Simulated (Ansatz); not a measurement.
Consider the cleavage of the Zn–Si bond: `[BH2][Zn][SiH3]` + H–F → `[BH2][Zn][F]` + SiH₄.

Isolated molecules relaxed with PBE0-D4/def2-TZVP in Ansatz; ΔE leaves out vibrations. CCSD(T)/CBS adds triple-zeta CCSD(T) − MP2 to the extrapolated MP2 energy (def2 sets, frozen cores). This one scheme is used for every species. For Zn outer-core shells are correlated without core-valence functions, which leaves a few kJ/mol of doubt a bond. Scalar relativity is left out up to krypton.

| species | CCSD(T)/CBS(def2) energy (Eh) |
| --- | --- |
| `[BH2][Zn][SiH3]` | -2095.19770 |
| H–F | -100.39570 |
| `[BH2][Zn][F]` | -1904.16040 |
| SiH₄ | -291.46306 |

**Question.** Work out ΔE.

**Answer.** ΔE = (-1904.16040) + (-291.46306) − (-2095.19770) − (-100.39570) = -0.03006 Eh = -0.82 eV.

Largest T1 diagnostic among the species: 0.016.

From PBE to PBE0 (25 % exact exchange), in def2-TZVPP and without D4, ΔE moves by +0.05 eV. In def2-TZVPP, CCSD(T) changes the Hartree–Fock value by +0.19 eV (the triples alone add +0.02 eV) and MP2 by +0.14 eV. The D4 term adds +0.04 eV with B3LYP and +0.02 eV with PBE0; it sums over pairs of atoms, weighted by their polarisabilities, and B3LYP, whose exchange is more repulsive, gets the larger term.

B3LYP here is the variant with VWN-RPA as its local correlation; programs differ in this.
